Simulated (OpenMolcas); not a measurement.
## Cr3+: ligand-field states by method

Cr3+ with its 6 nearest fluoride ions at 2.014 Å, on the Y site of Cs2NaYF6 (a = 9.075 Å, distance in the model lattice 2.178 Å). The rest of the host is ab initio model potentials to 7.6 Å, with orthogonalisation functions on the cations behind the ligands, and point charges beyond; the distance is set by hand and nothing relaxes. Ligand basis ANO-RCC-VDZP.

* Program: OpenMolcas
* Basis: ANO-RCC-VTZP [6s5p3d2f1g]
* Scalar Hamiltonian: DKH2, point nucleus
* Active space: 3 electrons in 5 orbitals (3d)
* State averaging: 2S+1 = 4 even, 10 roots; 2S+1 = 2 even, 40 roots
* Spin-orbit coupling: state interaction with AMFI integrals over the reference wave functions

I. CASSCF
II. SS-CASPT2, IPEA 0.25 Eh, imaginary shift 0.1 Eh (closed shells correlated: 3s 3p and the ligand valence shells)

Spin-free states (labels of O, the rotations of Oh) in cm-1, each column counted from its own energy of the first state listed:

```json
{"State": "4A2", "Degeneracy": "1", "I": "0", "II": "0"}
{"State": "4T2", "Degeneracy": "3", "I": "11461", "II": "13230"}
{"State": "4T1", "Degeneracy": "3", "I": "18768", "II": "19530"}
{"State": "2E", "Degeneracy": "2", "I": "19513", "II": "14770"}
{"State": "2T1", "Degeneracy": "3", "I": "20504", "II": "15740"}
{"State": "2T2", "Degeneracy": "3", "I": "26825", "II": "21270"}
{"State": "2A1", "Degeneracy": "1", "I": "28004", "II": "24350"}
{"State": "2T2", "Degeneracy": "3", "I": "30944", "II": "27810"}
{"State": "4T1", "Degeneracy": "3", "I": "31889", "II": "30310"}
{"State": "2T1", "Degeneracy": "3", "I": "32021", "II": "28800"}
{"State": "2E", "Degeneracy": "2", "I": "34253", "II": "29830"}
{"State": "2T1", "Degeneracy": "3", "I": "37505", "II": "33490"}
{"State": "2T1", "Degeneracy": "3", "I": "42940", "II": "42450"}
{"State": "2T2", "Degeneracy": "3", "I": "43122", "II": "41500"}
{"State": "2A2", "Degeneracy": "1", "I": "49158", "II": "41730"}
{"State": "2T2", "Degeneracy": "3", "I": "50197", "II": "43260"}
{"State": "2E", "Degeneracy": "2", "I": "50915", "II": "50340"}
{"State": "2T1", "Degeneracy": "3", "I": "55339", "II": "50590"}
{"State": "2E", "Degeneracy": "2", "I": "73968", "II": "64590"}
{"State": "2T2", "Degeneracy": "3", "I": "76543", "II": "68520"}
```

From I to II, I's first state of the same spin (4T2) moves from 11461 to 13230 cm-1, by about +1800 cm-1.

From I to II, I's first state of another spin (2E) moves from 19513 to 14770 cm-1, by about -4700 cm-1.

I: A least-squares ligand-field fit to the states below 45000 cm-1, each weighted by its degeneracy and with a free common offset, gives 10Dq = 11353 cm-1, B = 1084 cm-1 and C = 4027 cm-1 (C/B = 3.72), with an rms deviation of 55 cm-1. The same method and metal basis give the free ion B = 1155 cm-1 (fit to its terms below 60000 cm-1, rms deviation 48 cm-1), so the nephelauxetic ratio is β = 1084 / 1155 = 0.94; it hangs on how both fits weigh the states, and computed free-ion B values tend to be too large, so β mixes covalency with correlation.

χT at 300 K: I 1.82, II 1.83 cm3 K/mol.

Roots that are degenerate in the reference are averaged as groups; the widest CASPT2 spread within a group is 200 cm-1 (the 3-fold group of multiplicity 2 near 27800 cm-1 above the lowest state of its run, II). Shifts and gaps below about the spread of the groups concerned are not significant. Over all roots computed the reference weight is 0.72 to 0.73 in II; a low but even weight reflects the number of correlated electrons. Ligand-to-metal charge-transfer states are missing. With no ligand orbital active B as a rule stays too high, so bands that hang on it stand too high and its fall with covalency is understated. Without dynamic correlation the repulsion within the d shell is too large (B by tens of per cent), so at a given field states of lower spin stand too high (holds for I). With metal d orbitals alone and no dynamic correlation 10Dq can be off by a tenth to a fifth, either way, in oxide and fluoride hosts (holds for I). These CASPT2 states fit no ligand-field parameters well, so their order and spin gaps are uncertain (holds for II). With one d shell and no ligand orbital active, 10Dq can be off by a tenth or more (holds for II). Free-ion shares, where given, are those of the reference states; single-state CASPT2 does not remix them (holds for II). No measured value stands beside these numbers; the geometry was set by hand and not optimised.
